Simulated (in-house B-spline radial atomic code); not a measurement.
# RPA and G0W0 on BHandHLYP: Re II (Re+)

Configuration [Xe] 4f14 5d5 6s1, highest spin, mean-field start BHandHLYP. Computed with a B-spline radial code for spherical atoms: all electrons, scalar-relativistic (spin-free one-electron X2C), finite nucleus, each spin shell either full or empty, empty states to l = 9 with an (l + 1/2)⁻⁴ tail; G0W0 by contour deformation at full frequency.

Without the two-electron picture change, the correlation of inner shells comes somewhat too large for so heavy an element.

RPA overbinds a lone outer s electron by self-correlation, and G0W0 tends to as well.

Command:
```bash
python run_gw.py task.json out
```
Settings (radii: box in bohr, nucleus in fm):
```
Z                        75
electrons                74
configuration            [Xe] 4f14 5d5 6s1
hamiltonian              x2c
method                   bhandhlyp
lmax                     9
rms_radius               5.3698
spin_polarised           True
box_radius               23.78
intervals                70
ion_configuration        [Xe] 4f14 5d5
```

Cost of the run: 22 s on 1 thread of Intel(R) Xeon(R) Platinum 8259CL CPU @ 2.50GHz, on a shared host.

Energies (hartree):

```tsv
term	value
mean-field total	-16693.25317
Hartree-Fock functional on these orbitals	-16688.15943
direct second order	-7.3868
second-order exchange	1.8652
SOSEX correction	1.7445
```

Problem. What is the RPA correlation energy, and what remains with SOSEX?

Solution. RPA gives -6.4225 hartree (-2.36 eV per electron); RPA + SOSEX gives -4.678, and the second-order doubles -5.5216 hartree (no singles). RPA lacks exchange-type terms and so overcorrelates at short range.

Quasi-particle levels (eV):

| level | occupied | mean field | Σx - vxc | Σc | QP weight | G0W0 |
| --- | --- | --- | --- | --- | --- | --- |
| 6s up | yes | -14.739 | -1.39 | ? | ? | ? |
| 5d up | yes | -16.832 | -2.83 | 0.02 | 0.918 | -19.636 |
| 5p down | yes | -57.46 | -3.45 | 1.12 | 0.884 | -59.80 |
| 4f down | yes | -58.50 | -9.33 | 7.30 | 0.855 | -60.52 |
| 6s down | no | -9.287 | 3.82 | -2.20 | 0.941 | -7.665 |

G0W0 = mean field + (Σx - vxc) + Σc, with Σc (partial-wave tail included) taken at the quasi-particle energy. Only the outer levels were computed.

Problem. Where does G0W0 put 6s up?

Solution. At -17.410 eV, with Σc = -1.28 eV and a quasi-particle weight of 0.952. The tabulated removal energy is 16.6 ± 0.5 eV (NIST, semi-empirical); the calculation leaves out spin-orbit coupling, Breit and QED terms, and what these don't explain is the method's own error.

Problem. What does it cost to remove one electron (to [Xe] 4f14 5d5) by differences of total energies, each species on its own start (correlation terms add to the Hartree-Fock functional)?

Solution. BHandHLYP 16.413 eV, Hartree-Fock functional 15.724 eV, + RPA 17.225 eV, + RPA + SOSEX 16.539 eV, + second order 17.272 eV. Tabulated: 16.6 ± 0.5 eV (NIST, semi-empirical); the calculation leaves out spin-orbit coupling, Breit and QED terms, and what these don't explain is the method's own error.
